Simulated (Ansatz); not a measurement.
`[CH3][Zn][SiH2]Cl` + `B[SiH](O)F` → `B[SiH](F)OC` + `Cl[SiH2][ZnH]`  (substitution at a C–Zn bond)

Gas-phase electronic energies from Ansatz, PBE0-D4/def2-TZVP geometries. CCSD(T)/CBS adds triple-zeta CCSD(T) − MP2 to the extrapolated MP2 energy (def2 sets, frozen cores). Functionals use def2-TZVPP. For Zn outer-core shells are correlated without core-valence functions, which leaves a few kJ/mol of doubt a bond. Scalar relativity is left out up to krypton. One conformer a species, not always the lowest.

`[CH3][Zn][SiH2]Cl`:

Cartesian coordinates in Å:
```
C -1.138 1.383 -1.318
Zn -0.128 0.116 -0.237
Si 1.101 -1.403 1.127
Cl 1.160 -0.640 3.066
H -1.937 0.878 -1.867
H -0.489 1.880 -2.043
H -1.594 2.152 -0.688
H 0.506 -2.765 1.240
H 2.520 -1.601 0.720
```

`B[SiH](O)F`:

```xyz
8

B    -0.106    0.536    1.265
Si   -0.343   -0.439   -0.483
O     1.088   -0.616   -1.263
F    -1.353    0.467   -1.342
H    -0.544    0.144    2.306
H     0.510    1.563    1.287
H    -0.915   -1.803   -0.445
H     1.663    0.149   -1.326
```

`B[SiH](F)OC`:

Z-matrix (Å, degrees):
```
Si
F 1 1.606
O 1 1.631 2 111.3
B 1 2.010 2 109.5 3 115.1
H 1 1.489 2 104.4 3 -117.2
C 3 1.411 1 126.0 2 -77.6
H 4 1.195 1 122.6 2 130.0
H 4 1.195 1 119.7 2 -51.4
H 6 1.091 3 108.6 1 -150.4
H 6 1.096 3 111.6 1 -30.6
H 6 1.093 3 110.3 1 90.5
```

`Cl[SiH2][ZnH]`:

```xyz
6

Cl   -1.001    1.569   -1.386
Si   -0.067   -0.170   -0.726
Zn    0.313    0.028    1.620
H    -0.962   -1.296   -1.112
H     1.171   -0.314   -1.542
H     0.547    0.182    3.147
```

CCSD(T)/CBS gives +0.92 eV.

(1) Another level gave +0.87 eV. Which?
A. MP2/def2-TZVPP
B. LDA (SPW92)/def2-TZVPP
C. HF/def2-TZVPP
D. RPA@PBE/def2-TZVPP

Largest T1 diagnostic among the species: 0.014.

Answers

(1) B. LDA (SPW92) 0.87, MP2/def2-TZVPP 0.97, RPA@PBE/def2-TZVPP 0.78, HF/def2-TZVPP 0.63 eV.

Leaving LDA and LC-ωPBE aside and taking each functional with its dispersion term where it has one, the values, not all of them listed here, spread over 0.15 eV, from BHLYP-D4 to PBE-QIDH. The D4 term adds −0.03 eV with B3LYP and −0.02 eV with PBE0; it sums over pairs of atoms, weighted by their polarisabilities, and B3LYP, whose exchange is more repulsive, gets the larger term.

B3LYP here is the variant with VWN-RPA as its local correlation; programs differ in this.
